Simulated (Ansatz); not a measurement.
A CCSD(T) single point on CH₅ClSeSn, SMILES `C[Se][SnH2][Cl]`.

```yaml
crystal:
  periodic: [false, false, false]
  atoms:
    - {symbol: C, position_ang: [-0.973262, 0.663253, -1.206467]}
    - {symbol: Se, position_ang: [-0.683015, -1.224619, -0.765235]}
    - {symbol: Sn, position_ang: [0.790226, -0.815071, 1.213975]}
    - {symbol: Cl, position_ang: [2.633548, 0.420607, 0.465861]}
    - {symbol: H, position_ang: [-1.575936, 0.667658, -2.113138]}
    - {symbol: H, position_ang: [-0.020558, 1.152068, -1.398257]}
    - {symbol: H, position_ang: [-1.514091, 1.165746, -0.407289]}
    - {symbol: H, position_ang: [0.054182, 0.208954, 2.360148]}
    - {symbol: H, position_ang: [1.377404, -2.284796, 1.833401]}
basis:
  gaussian: {orbitals: def2-SVP}
correlation: {method: ccsd_t}
```

```sh
$ ansatz run in.yaml --threads 4 --pin off --events-out ev --progress --plain
```

Log, shortened:

```
Functional definition: HF
1213 factors; integrals over basis functions are off by at most 1.2e-3 eV
mean field evaluation 1: about -84708.8810 eV, gradient 2.1e1 eV
mean field evaluation 2: about -84708.9522 eV, gradient 2.1e1 eV
mean field evaluation 4: about -84710.5255 eV, gradient 2.2e0 eV
mean field evaluation 8: about -84710.5474 eV, gradient 1.3e-1 eV
mean field -84710.54750101 eV, -3113.0552017908 hartree, gradient 1.4e-6 eV, S^2 0.000000; 0 other end points of the search recorded, 0 dependent functions left out
19 core orbitals not correlated: weight in the atoms' cores, before any rotation towards them, 1.000 or more for the frozen orbitals, at most 0.000 for the correlated occupied ones
reference -84710.54750101 eV, -3113.0552017908 hartree; 23, 23 occupied and 73, 73 virtual orbitals, 1213 factors
second order -16.96685995 eV of doubles, -0.00000000 eV of singles
cycle   1  -17.64532235 eV  change   -6.8e-1 eV  update   9.0e-2
cycle   2  -18.13274779 eV  change   -4.9e-1 eV  update   2.7e-2
cycle   3  -18.18643013 eV  change   -5.4e-2 eV  update   1.1e-2
cycle   4  -18.18166302 eV  change    4.8e-3 eV  update   2.6e-3
cycle   5  -18.18230842 eV  change   -6.5e-4 eV  update   9.8e-4
cycle   6  -18.18187134 eV  change    4.4e-4 eV  update   3.1e-4
cycle   7  -18.18180127 eV  change    7.0e-5 eV  update   1.1e-4
cycle   8  -18.18184254 eV  change   -4.1e-5 eV  update   4.1e-5
perturbative correction -0.48830719 eV, -0.0179449581 hartree
Total energy: -84729.21765073 eV, -3113.7413171380 hartree
```

Hardware: 4 threads of a server CPU on a shared host. Wall time 13 s, peak host memory 0.62 GiB.

Correlation energy per correlated electron: -0.406 eV. T1 diagnostic: 0.0083.
